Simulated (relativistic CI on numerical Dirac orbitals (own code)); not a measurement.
**Pd¹⁰⁺: computed level list**

These numbers are calculated, not measured: Dirac-Coulomb-Breit CI, separate exchange-only KLI orbitals for each configuration, model QED (radiative potential, 1s self-energy scaled to tabulated hydrogen-like ionisation energies), unscaled Slater integrals (own radial code, finite nucleus).

Configuration list (outside the closed core [Ar] 3d10): 4s2.4p6, 4s2.4p5.4d, 4s.4p6.4d, 4s2.4p5.4f, 4s.4p6.4f, 4s2.4p5.5s, 4s2.4p5.5p, 4s2.4p5.5d, 4s.4p6.5s, 4s.4p6.5p, 4s2.4p5.6s, 4s2.4p5.5f, 4s2.4p5.6p, 4s2.4p5.5g, 4s2.4p5.6d, 4s.4p6.5d, 4p6.4d.4f, 4s2.4p5.7s, 4s2.4p5.6f, 4s2.4p5.7p, 4s.4p6.6s, 4s.4p6.5f, 4p6.4d2, 4p5.4d3, 4p5.4d2.4f, 4p5.4d2.5s, 4p5.4d2.5p, 4p6.4f2, 4p5.4d.4f2, 4p5.4f3, 4p5.4f2.5s, 4p5.4f2.5p, 4p6.4d.5s, 4p5.4d.4f.5s, 4p5.4d.5s2, 4p5.4d.5s.5p. Double excitations out of closed p, d and f shells are left out; levels of such configurations are missing from the list, as are those of other unlisted configurations, and high levels can miss mixing partners. These lack a partner that the ground configuration has and come out too high: 4s2.4p5.5d, 4s2.4p5.6s, 4s2.4p5.5f, 4s2.4p5.6p, 4s2.4p5.5g.

```csv
No.,Configuration,Term,J,E (eV),%,Lifetime (s),jj configuration (%)
1,4s2.4p6,1S,0,0.000,100,,closed (100)
2,4s2.4p5.4d,3P°,0,51.495,100,,4p3/2^3 4d3/2 (100)
3,4s2.4p5.4d,3P°,1,52.241,95,1.10e-08,4p3/2^3 4d3/2 (72)
4,4s2.4p5.4d,3P°,2,53.746,81,5.07e-03,4p3/2^3 4d5/2 (61)
5,4s2.4p5.4d,3F°,4,53.878,100,,4p3/2^3 4d5/2 (100)
6,4s2.4p5.4d,3F°,3,54.238,79,6.83e-01,4p3/2^3 4d3/2 (90)
7,4s2.4p5.4d,3F°,2,55.410,56,1.50e-02,4p3/2^3 4d3/2 (62)
8,4s2.4p5.4d,3D°,3,57.603,63,1.00e-02,4p3/2^3 4d5/2 (97)
9,4s2.4p5.4d,3D°,1,59.550,93,1.62e-10,4p1/2 4p3/2^4 4d3/2 (48)
10,4s2.4p5.4d,3F°,2,59.863,42,8.16e-04,4p1/2 4p3/2^4 4d3/2 (85)
11,4s2.4p5.4d,3D°,2,61.368,53,7.47e-04,4p1/2 4p3/2^4 4d5/2 (86)
12,4s2.4p5.4d,1F°,3,61.972,50,4.78e-04,4p1/2 4p3/2^4 4d5/2 (93)
13,4s2.4p5.4d,1P°,1,75.408,97,1.75e-12,4p3/2^3 4d5/2 (48)
14,4s.4p6.4d,3D,1,97.524,87,2.98e-11,4s 4d3/2 (87)
15,4s.4p6.4d,3D,2,97.938,88,2.78e-11,4s 4d3/2 (58)
16,4s.4p6.4d,3D,3,98.622,89,2.55e-11,4s 4d5/2 (89)
17,4s2.4p5.5s,3P°,2,104.238,100,6.34e-07,4p3/2^3 5s (100)
18,4s2.4p5.5s,1P°,1,104.994,56,1.71e-11,4p3/2^3 5s (98)
19,4s.4p6.4d,1D,2,105.352,99,1.50e-11,4s 4d5/2 (64)
20,4s2.4p5.5s,3P°,0,109.786,99,4.60e-07,4p1/2 4p3/2^4 5s (99)
21,4s2.4p5.5s,3P°,1,110.288,55,2.44e-11,4p1/2 4p3/2^4 5s (98)
22,4s2.4p5.4f,3G,5,116.073,100,8.69e-12,4p3/2^3 4f7/2 (100)
23,4s2.4p5.5p,3S,1,116.156,77,2.09e-11,4p3/2^3 5p1/2 (68)
24,4s2.4p5.4f,3G,4,116.811,74,8.47e-12,4p3/2^3 4f5/2 (94)
25,4s2.4p5.4f,3D,1,117.507,87,4.40e-12,4p3/2^3 4f5/2 (87)
26,4s2.4p5.5p,3D,2,117.508,48,1.21e-11,4p3/2^3 5p1/2 (83)
27,4s2.4p5.4f,3G,3,117.918,52,8.09e-12,4p3/2^3 4f5/2 (85)
28,4s2.4p5.4f,3D,2,117.936,63,5.58e-12,4p3/2^3 4f5/2 (49)
29,4s2.4p5.4f,3D,3,118.228,50,5.55e-12,4p3/2^3 4f7/2 (77)
30,4s2.4p5.4f,3F,4,118.643,54,8.27e-12,4p3/2^3 4f7/2 (95)
```

Energies count from the lowest computed level; ° marks odd parity; lifetimes are radiative, by E1, M1, E2, M2, E3 decay to levels of this space only; some are left blank where a channel outside the calculation adds to the decay or the decay crosses a small, uncertain gap. Filled j subshells are mostly left out of the jj labels.

The mean weight of the leading LS term, summed over parents, in these 30 levels is 76 %, and that of the leading jj configuration (from the same eigenvectors) 82 %.

At this charge energies of transitions that change n are usually good to better than 1 %, and those within a shell (Δn = 0) to a few per cent.

LS names give the leading component of a level, which can be under half, so a name can repeat, a term be missing and a line seem to break the LS rules.
